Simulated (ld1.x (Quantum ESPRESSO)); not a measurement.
u(r) = r·R(r): atom against pseudo-atom (beryllium)

Columns: radius, all-electron u(r) and pseudo u(r) of the 2p shell (level -2.50 eV) of beryllium in the configuration [He] 2s1 2p1; PBEsol, scalar-relativistic, TM scheme, ld1.x (Quantum ESPRESSO) 7.5.

```json
{"r (bohr)": "0.213", "all-electron": "0.0482", "pseudo": "0.0157"}
{"r (bohr)": "0.425", "all-electron": "0.1371", "pseudo": "0.0608"}
{"r (bohr)": "0.638", "all-electron": "0.2292", "pseudo": "0.1302"}
{"r (bohr)": "0.850", "all-electron": "0.3108", "pseudo": "0.2152"}
{"r (bohr)": "1.062", "all-electron": "0.3792", "pseudo": "0.3061"}
{"r (bohr)": "1.275", "all-electron": "0.4356", "pseudo": "0.3934"}
{"r (bohr)": "1.488", "all-electron": "0.4793", "pseudo": "0.4680"}
{"r (bohr)": "1.700", "all-electron": "0.5102", "pseudo": "0.5239"}
{"r (bohr)": "1.912", "all-electron": "0.5297", "pseudo": "0.5594"}
{"r (bohr)": "2.125", "all-electron": "0.5393", "pseudo": "0.5753"}
{"r (bohr)": "2.338", "all-electron": "0.5405", "pseudo": "0.5751"}
{"r (bohr)": "2.550", "all-electron": "0.5349", "pseudo": "0.5630"}
{"r (bohr)": "2.762", "all-electron": "0.5239", "pseudo": "0.5437"}
{"r (bohr)": "2.975", "all-electron": "0.5085", "pseudo": "0.5205"}
{"r (bohr)": "3.188", "all-electron": "0.4899", "pseudo": "0.4959"}
{"r (bohr)": "3.400", "all-electron": "0.4690", "pseudo": "0.4714"}
{"r (bohr)": "3.613", "all-electron": "0.4465", "pseudo": "0.4472"}
{"r (bohr)": "3.825", "all-electron": "0.4231", "pseudo": "0.4232"}
{"r (bohr)": "4.038", "all-electron": "0.3992", "pseudo": "0.3992"}
{"r (bohr)": "4.250", "all-electron": "0.3754", "pseudo": "0.3754"}
{"r (bohr)": "4.462", "all-electron": "0.3520", "pseudo": "0.3520"}
{"r (bohr)": "4.675", "all-electron": "0.3290", "pseudo": "0.3290"}
{"r (bohr)": "4.888", "all-electron": "0.3069", "pseudo": "0.3069"}
{"r (bohr)": "5.100", "all-electron": "0.2858", "pseudo": "0.2858"}
{"r (bohr)": "5.313", "all-electron": "0.2656", "pseudo": "0.2656"}
{"r (bohr)": "5.525", "all-electron": "0.2466", "pseudo": "0.2466"}
```

(1) How many radial nodes do the two functions have?

(2) At about which radius was the pseudo-wave matched?

(3) Where does each function peak?

(4) Is the pseudo-wave norm-conserving?

Results:

(1) The all-electron 2p function has n − l − 1 = 0; the pseudo-wave has 0.

(2) 4.20 bohr. The columns agree to 0.0005 from 3.83 bohr on; several derivatives are matched, so the curves merge somewhat inside the radius.

(3) Outermost all-electron maximum near 2.34 bohr, pseudo maximum near 2.12 bohr (to the table’s step).

(4) Yes: the TM scheme keeps the norm inside the radius equal to the all-electron one, which fixes the energy derivative of the logarithmic derivative at the level.
